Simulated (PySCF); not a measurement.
## Electronic structure of Rh⁺ (rhodium, charge +1) at the UHF level

Configuration: [Kr] 4d8, high-spin 3F determinant. Computed with PySCF 2.14 in aug-cc-pVDZ-PP with ECP28MDF (5s5p4d2f, 54 functions), with a scalar-relativistic core potential.

| Quantity | Value |
| --- | --- |
| Total energy | -109.155022 hartree |
| One-electron energy | -188.7909 hartree |
| Hartree (Coulomb) energy | 90.1961 hartree |
| Exchange energy | -10.5602 hartree |
| ⟨S²⟩ | 2.0039 |
| ⟨L²⟩ | 12.041 |
| Sum of ⟨r⟩ | 20.92 bohr |
| Sum of ⟨r²⟩ | 33.02 bohr² |
| Time after the integrals | 0.38 s of wall time on 1 thread of Neoverse-N1 (shared host) |

```tsv
shell	electrons	mean orbital energy (eV)	spread (eV)	rms radius, mean of both spins (bohr)
4s α	1	-110.65	0	1.06
4s β	1	-107.01	0	1.06
4p α	3	-73.984	0	1.17
4p β	3	-69.422	0	1.17
4d α	5	-20.072	1.070	1.68
4d β	3	-18.340	0	1.68
```

Energies and moments cover only the electrons outside the core potential.
